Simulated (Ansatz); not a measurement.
Species: BaF, charge 0, doublet. BaF (SMILES [F][Ba], doublet).
B3LYP-D3(BJ)/def2-TZVP minimum from Ansatz (a first-principles code):
```xyz
2

Ba     0.0000     0.0000    -0.3002
F      0.0000     0.0000     1.8681
```
Charge 0, spin multiplicity 2.

Total energies in def2-SVP, 9 correlated electrons, 5 frozen orbitals. Open shells are spin-unrestricted; no spin-orbit coupling. Cores are frozen in correlated methods (noble-gas shells, and filled d and f shells in the p block). Past Kr the def2 sets carry scalar-relativistic core potentials. The spin of BaF ([F][Ba], doublet) was assumed, and the state is the lowest solution found for it.

```csv
method,program,energy (Eh),minus CCSDTQ (mEh)
HF,Ansatz,-124.51295,210.87
MP2,Ansatz,-124.72118,2.65
CCSD,Ansatz,-124.72008,3.74
CCSD(T),Ansatz,-124.72322,0.60
CCSDT(Q),Ansatz,-124.72390,-0.07
CCSDTQ,Ansatz,-124.72382,0.00
```

Rough core times of Ansatz's runs on a shared machine: CCSD(T) under 20 s, CCSDT(Q) 30 s, CCSDTQ 20 min.
